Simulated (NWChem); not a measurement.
System: CH₆AlN; SMILES [AlH2][NH]C

The following NWChem deck was run.

```
start job
memory heap 200 mb stack 900 mb global 1100 mb
geometry units angstroms noautoz
  Al     0.081395    -1.238512     0.000549
  H     -1.017807    -2.383858     0.002859
  H      1.651054    -1.478977    -0.000775
  N     -0.502063     0.440709    -0.000501
  C      0.248082     1.674529    -0.000473
  H     -1.504869     0.606801    -0.001754
  H      0.041792     2.300679     0.887572
  H      0.046482     2.298119    -0.891428
  H      1.328858     1.462180     0.002670
end
basis spherical
  * library 6-31g*
end
dft
  xc hfexch
  iterations 150
end
tddft
  cis
  nroots 6
  notriplet
end
task tddft energy
```

Output (shortened):

```
             Northwest Computational Chemistry Package (NWChem) 7.3.0
             --------------------------------------------------------

 C1  symmetry detected

                             Geometry "geometry" -> ""
                             -------------------------

 Output coordinates in angstroms (scale by  1.889725989 to convert to a.u.)

  No.       Tag          Charge          X              Y              Z
 ---- ---------------- ---------- -------------- -------------- --------------
    1 Al                  13.0000     0.09884753    -1.23306665     0.00002758
    2 H                    1.0000    -0.99639549    -2.38219970     0.00197485
    3 H                    1.0000     1.66932679    -1.46811324    -0.00155960
    4 N                    7.0000    -0.49040151     0.44413131    -0.00026258
    5 C                    6.0000     0.25548154     1.68053236     0.00020126
    6 H                    1.0000    -1.49377479     0.60676245    -0.00134224
    7 H                    1.0000     0.04712567     2.30559728     0.88852834
    8 H                    1.0000     0.05163712     2.30379361    -0.89047305
    9 H                    1.0000     1.33698417     1.47191276     0.00314357

 Effective nuclear repulsion energy (a.u.)     100.2720006388

  xc_inp: hfexch multiplicative factor not found.

                                 NWChem DFT Module
                                 -----------------

 Summary of "ao basis" -> "ao basis" (spherical)
 ------------------------------------------------------------------------------
       Tag                 Description            Shells   Functions and Types
 ---------------- ------------------------------  ------  ---------------------
 Al                          6-31g*                  8       18   4s3p1d
 H                           6-31g*                  2        2   2s
 N                           6-31g*                  6       14   3s2p1d
 C                           6-31g*                  6       14   3s2p1d

            General Information
            -------------------
          SCF calculation type: DFT
          Wavefunction type:  closed shell.
          No. of atoms     :     9
          No. of electrons :    32
           Alpha electrons :    16
            Beta electrons :    16
          Charge           :     0
          Spin multiplicity:     1
          Use of symmetry is: off; symmetry adaption is: off
          Maximum number of iterations: 150
          AO basis - number of functions:    58
                     number of shells:    32
          Convergence on energy requested:  1.00D-06
          Convergence on density requested:  1.00D-05
          Convergence on gradient requested:  5.00D-04

              XC Information
              --------------
                     Hartree-Fock (Exact) Exchange  1.000

      Superposition of Atomic Density Guess
      -------------------------------------

 Sum of atomic energies:        -336.80203833

      Non-variational initial energy
      ------------------------------

 Total energy =    -338.112770
 1-e energy   =    -662.563732
 2-e energy   =     224.178962
 HOMO         =      -0.298913
 LUMO         =       0.008873

   convergence    iter        energy       DeltaE   RMS-Dens  Diis-err
 ---------------- ----- ----------------- --------- --------- ---------
 d= 0,ls=0.0,diis     1   -337.6676326342 -4.38D+02  7.59D-03  3.25D-01
 d= 0,ls=0.0,diis     2   -337.7065093550 -3.89D-02  2.95D-03  8.41D-02
 d= 0,ls=0.0,diis     3   -337.7162177631 -9.71D-03  1.02D-03  4.68D-03
 d= 0,ls=0.0,diis     4   -337.7170126620 -7.95D-04  1.26D-04  3.80D-05
 d= 0,ls=0.0,diis     5   -337.7170220497 -9.39D-06  3.51D-05  3.41D-06
 d= 0,ls=0.0,diis     6   -337.7170228742 -8.25D-07  9.58D-06  3.19D-07

         Total DFT energy =     -337.717022874209
      One electron energy =     -665.479108866517
           Coulomb energy =      259.621332770611
    Exchange-Corr. energy =      -32.131247417068
 Nuclear repulsion energy =      100.272000638765

 Numeric. integr. density =        0.000000000000

                       DFT Final Molecular Orbital Analysis
                       ------------------------------------

 Vector   14  Occ=2.000000D+00  E=-4.643336D-01
              MO Center=  9.3D-02, -3.1D-01,  3.2D-04, r^2= 3.9D+00
   Bfn.  Coefficient  Atom+Function         Bfn.  Coefficient  Atom+Function
  ----- ------------  ---------------      ----- ------------  ---------------
    26      0.293708  4 N  py                 8     -0.250708  1 Al py
    30      0.197139  4 N  py                22      0.183443  3 H  s
    40     -0.183243  5 C  py                20      0.168483  2 H  s
    25     -0.163405  4 N  px                21      0.141740  3 H  s
    19      0.131506  2 H  s                 58      0.129272  9 H  s

 Vector   15  Occ=2.000000D+00  E=-4.226586D-01
              MO Center=  2.7D-01, -1.8D+00,  2.1D-04, r^2= 2.7D+00
   Bfn.  Coefficient  Atom+Function         Bfn.  Coefficient  Atom+Function
  ----- ------------  ---------------      ----- ------------  ---------------
     7      0.325522  1 Al px                20     -0.302005  2 H  s
    22      0.297145  3 H  s                 19     -0.230193  2 H  s
    21      0.226904  3 H  s                  3     -0.140465  1 Al px
     8      0.113770  1 Al py                14     -0.072351  1 Al d -2
    11      0.071804  1 Al px                18      0.054934  1 Al d  2

 Vector   16  Occ=2.000000D+00  E=-3.631738D-01
              MO Center= -3.5D-01,  6.4D-01, -5.3D-04, r^2= 1.8D+00
   Bfn.  Coefficient  Atom+Function         Bfn.  Coefficient  Atom+Function
  ----- ------------  ---------------      ----- ------------  ---------------
    27      0.507171  4 N  pz                31      0.499398  4 N  pz
    56      0.161549  8 H  s                 41     -0.160507  5 C  pz
    54     -0.161173  7 H  s                 53     -0.130129  7 H  s
    55      0.130421  8 H  s                  9      0.127419  1 Al pz
    45     -0.101373  5 C  pz                13      0.077787  1 Al pz

 Vector   17  Occ=0.000000D+00  E= 7.415528D-02
              MO Center=  1.2D-01, -1.3D+00, -3.5D-04, r^2= 5.5D+00
   Bfn.  Coefficient  Atom+Function         Bfn.  Coefficient  Atom+Function
  ----- ------------  ---------------      ----- ------------  ---------------
    13      0.878114  1 Al pz                31     -0.283089  4 N  pz
     9      0.224634  1 Al pz                27     -0.172640  4 N  pz
     5     -0.112511  1 Al pz                54      0.068951  7 H  s
    56     -0.069020  8 H  s                 45     -0.050150  5 C  pz
    15     -0.038919  1 Al d -1

[...]

                                NWChem TDDFT Module
                                -------------------

            General Information
            -------------------
           No. of orbitals :     116
            Alpha orbitals :      58
             Beta orbitals :      58
        Alpha frozen cores :       0
         Beta frozen cores :       0
     Alpha frozen virtuals :       0
      Beta frozen virtuals :       0
         Spin multiplicity :       1
    Number of AO functions :      58
        Use of symmetry is : off
      Symmetry adaption is : off
         Schwarz screening :  0.10D-07

              XC Information
              --------------
              Hartree-Fock (Exact) Exchange   1.00

             TDDFT Information
             -----------------
          Calculation type : CIS
         Wavefunction type : Restricted singlets
          No. of electrons :      32
           Alpha electrons :      16
            Beta electrons :      16
              No. of roots :       6
          Max subspacesize :    5200
            Max iterations :     100
               Target root :       1
           Target symmetry : none
      Symmetry restriction : off
                 Algorithm : Optimal
        Davidson threshold :  0.10D-03

    6 smallest eigenvalue differences (eV)
--------------------------------------------------------
  No. Spin  Occ  Vir  Irrep   E(Occ)    E(Vir)   E(Diff)
--------------------------------------------------------
    1    1   16   17 a        -0.363     0.074    11.900
    2    1   15   17 a        -0.423     0.074    13.519
    3    1   16   18 a        -0.363     0.138    13.627
    4    1   16   19 a        -0.363     0.165    14.381
    5    1   14   17 a        -0.464     0.074    14.653
    6    1   16   20 a        -0.363     0.189    15.025
--------------------------------------------------------

  Entering Davidson iterations
  Restricted singlet excited states

  Iter   NTrls   NConv    DeltaV     DeltaE      Time
  ----  ------  ------  ---------  ---------  ---------
    1      6       0     0.12E+00   0.10+100        3.4
    2     12       0     0.39E-01   0.16E-01        3.4
    3     18       0     0.32E-01   0.40E-02        3.4
    4     24       0     0.37E-01   0.91E-02        3.7
    5     30       0     0.12E-01   0.28E-02        4.1
    6     36       2     0.33E-02   0.19E-03        3.5
    7     40       4     0.12E-02   0.99E-05        3.5
    8     42       4     0.53E-03   0.12E-05        3.5
    9     44       4     0.18E-02   0.74E-06        3.5
   10     46       4     0.51E-01   0.54E-02        3.4
   11     48       5     0.17E-01   0.89E-03        3.5
   12     49       5     0.57E-02   0.93E-04        3.2
   13     50       5     0.20E-02   0.10E-04        3.1
   14     51       5     0.12E-02   0.18E-05        3.1
   15     52       5     0.42E-03   0.57E-06        3.2
   16     53       5     0.13E-03   0.64E-07        3.2
   17     54       6     0.68E-04   0.75E-08        3.2
  ----  ------  ------  ---------  ---------  ---------
  Convergence criterion met

  Ground state a        -337.717022874209 a.u.

  ----------------------------------------------------------------------------
  Root   1 singlet a              0.253457682 a.u.                6.8969 eV
  ----------------------------------------------------------------------------
     Transition Moments    X -0.18760   Y  1.01164   Z  0.00005
     Dipole Oscillator Strength                    0.1788765150
     Electric Quadrupole                           0.0000001263
     Magnetic Dipole                               0.0000001277
     Total Oscillator Strength                     0.1788767689

     Occ.   12  a   ---  Virt.   17  a        0.07244
     Occ.   14  a   ---  Virt.   18  a        0.05545
     Occ.   14  a   ---  Virt.   29  a        0.05331
     Occ.   16  a   ---  Virt.   17  a        0.97827
     Occ.   16  a   ---  Virt.   26  a        0.09125
  ----------------------------------------------------------------------------
  Root   2 singlet a              0.267126443 a.u.                7.2689 eV
  ----------------------------------------------------------------------------
     Transition Moments    X  0.00008   Y  0.00045   Z -0.44089
     Dipole Oscillator Strength                    0.0346161932
     Electric Quadrupole                           0.0000000669
     Magnetic Dipole                               0.0000006843
     Total Oscillator Strength                     0.0346169445

     Occ.   12  a   ---  Virt.   18  a        0.08280
     Occ.   14  a   ---  Virt.   17  a       -0.12363
     Occ.   16  a   ---  Virt.   18  a        0.89273
     Occ.   16  a   ---  Virt.   19  a        0.33838
     Occ.   16  a   ---  Virt.   21  a       -0.06841
     Occ.   16  a   ---  Virt.   22  a        0.13075
     Occ.   16  a   ---  Virt.   23  a        0.15136
     Occ.   16  a   ---  Virt.   29  a        0.06647
  ----------------------------------------------------------------------------
  Root   3 singlet a              0.272011248 a.u.                7.4018 eV
  ----------------------------------------------------------------------------
     Transition Moments    X  0.00082   Y -0.00393   Z -0.00747
     Dipole Oscillator Strength                    0.0000130294
     Electric Quadrupole                           0.0000005062
     Magnetic Dipole                               0.0000037492
     Total Oscillator Strength                     0.0000172848

     Occ.   15  a   ---  Virt.   17  a        0.98046
     Occ.   15  a   ---  Virt.   26  a        0.18336
  ----------------------------------------------------------------------------
  Root   4 singlet a              0.321013365 a.u.                8.7352 eV
  ----------------------------------------------------------------------------
     Transition Moments    X  0.00092   Y  0.00020   Z  0.55272
     Dipole Oscillator Strength                    0.0653804053
     Electric Quadrupole                           0.0000014632
     Magnetic Dipole                               0.0000063254
     Total Oscillator Strength                     0.0653881939

     Occ.   10  a   ---  Virt.   17  a        0.10517
     Occ.   11  a   ---  Virt.   17  a       -0.05935
     Occ.   13  a   ---  Virt.   17  a        0.12288
     Occ.   14  a   ---  Virt.   17  a       -0.93515
     Occ.   14  a   ---  Virt.   26  a       -0.16343
     Occ.   16  a   ---  Virt.   18  a       -0.13550
     Occ.   16  a   ---  Virt.   19  a        0.06777
     Occ.   16  a   ---  Virt.   21  a        0.13664
     Occ.   16  a   ---  Virt.   22  a       -0.07815
     Occ.   16  a   ---  Virt.   23  a       -0.07414
  ----------------------------------------------------------------------------
  Root   5 singlet a              0.348038499 a.u.                9.4706 eV
  ----------------------------------------------------------------------------
     Transition Moments    X  0.00014   Y -0.00195   Z -0.25029
     Dipole Oscillator Strength                    0.0145360376
     Electric Quadrupole                           0.0000002666
     Magnetic Dipole                               0.0000005174
     Total Oscillator Strength                     0.0145368215

     Occ.   12  a   ---  Virt.   21  a        0.07605
     Occ.   12  a   ---  Virt.   23  a       -0.05189
     Occ.   14  a   ---  Virt.   17  a        0.13974
     Occ.   16  a   ---  Virt.   18  a        0.05731
     Occ.   16  a   ---  Virt.   19  a        0.19886
     Occ.   16  a   ---  Virt.   20  a        0.74372
     Occ.   16  a   ---  Virt.   21  a        0.32260
     Occ.   16  a   ---  Virt.   22  a       -0.28138
     Occ.   16  a   ---  Virt.   23  a       -0.36478
     Occ.   16  a   ---  Virt.   25  a        0.13654
     Occ.   16  a   ---  Virt.   28  a       -0.12869
     Occ.   16  a   ---  Virt.   29  a        0.06201
     Occ.   16  a   ---  Virt.   41  a       -0.05084
  ----------------------------------------------------------------------------
  Root   6 singlet a              0.352375677 a.u.                9.5886 eV
  ----------------------------------------------------------------------------
     Transition Moments    X  0.17940   Y  0.04503   Z -0.00174
     Dipole Oscillator Strength                    0.0080374897
     Electric Quadrupole                           0.0000002291
     Magnetic Dipole                               0.0000090079
     Total Oscillator Strength                     0.0080467267

     Occ.   13  a   ---  Virt.   20  a        0.07079
     Occ.   14  a   ---  Virt.   20  a       -0.07714
     Occ.   14  a   ---  Virt.   27  a       -0.07181
     Occ.   15  a   ---  Virt.   18  a       -0.96415
     Occ.   15  a   ---  Virt.   19  a        0.12830
     Occ.   15  a   ---  Virt.   21  a       -0.09215
     Occ.   15  a   ---  Virt.   22  a        0.07041
     Occ.   15  a   ---  Virt.   29  a       -0.11568

              Target root =      1
          Target symmetry = none
      Ground state energy =   -337.717022874209
        Excitation energy =      0.253457681694
     Excited state energy =   -337.463565192515

  stored tddft:energy   -337.46356519251515
```

Level: Hartree-Fock/6-31G* (spherical d), CIS. Structure relaxed at the PBE0/def2-SVP level.
